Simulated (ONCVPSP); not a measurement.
Before and after: ONCV potential for aluminium

- Element: Al (Z = 13)
- Generator: ONCVPSP 4.0.1
- Type: optimised norm-conserving Vanderbilt (ONCV)
- Functional: PBE
- Relativity: scalar-relativistic
- Frozen core: [Ne]
- Valence charge: 3
- Reference configuration: 3s2 3p1
- Partial waves: 3s: rc 1.95 bohr, ncon 4, nbas 7, qcut 4.1 1/bohr, 2 projectors, debl 3.2 Ha; 3p: rc 1.85 bohr, ncon 4, nbas 7, qcut 4.1 1/bohr, 1 projector
- Local potential: polynomial inside 1.80 bohr (lpopt 5, dvloc0 -1 Ha)
- Core correction: Teter function, fcfact 5.75, rcfact 1.15

Change: functional Wu-Cohen.

Cutoffs: the cutoffs (Ha) at which the residual kinetic energy of the hardest occupied pseudo-wave falls to 1 and 0.1 mHa per electron; they do not see the model core or the augmentation charge, which bear on the density cutoff. Errors are all-electron minus pseudo energies relative to the spin-unpolarised reference configuration.

Problem. Predict the effect on cutoff, ghosts and configuration errors.

Solution. The potential gets neither clearly harder nor softer (5.9 Ha and 10 Ha → 6.0 Ha and 8.8 Ha); of the 4 tests that both files solve, the error grows in 0 and shrinks in 2 by more than 15 % and 0.3 meV (median size 6.0 → 0.6 meV); neither file shows a bound ghost.

```csv
quantity,base,changed
"cutoff, loose",5.9 Ha,6.0 Ha
"cutoff, tight",10 Ha,8.8 Ha
loose cutoff by channel,"s 5.9 Ha, p 2.1 Ha","s 6.0 Ha, p 2.1 Ha"
bound ghosts,none,none
GHOST(+) flags under 300 eV,s at 147.9 eV,s at 144.4 eV
"error for 3s2 3p0, meV [ΔE 5.76 → 5.74 eV]",-1.1,-1.0
"error for 3s1 3p0, meV [ΔE 24.99 → 24.93 eV]",+33,-17
"error for 3s2 3p0.5, meV [ΔE 2.09 → 2.07 eV]",-0.2,-0.1
"error for 3s1 3p1, meV [ΔE 11.57 → 11.54 eV]",+11,-0.2
s: phases at 1.99 bohr within 0.05 rad from the reference energy up to (Ha; the scan ends near 5),3.8,3.8
p: phases at 1.88 bohr within 0.05 rad from the reference energy up to (Ha; the scan ends near 5),1.2,1.1
"rms error of d²Exc/dni dnj with the model core, mHa",1.23,0.04
```
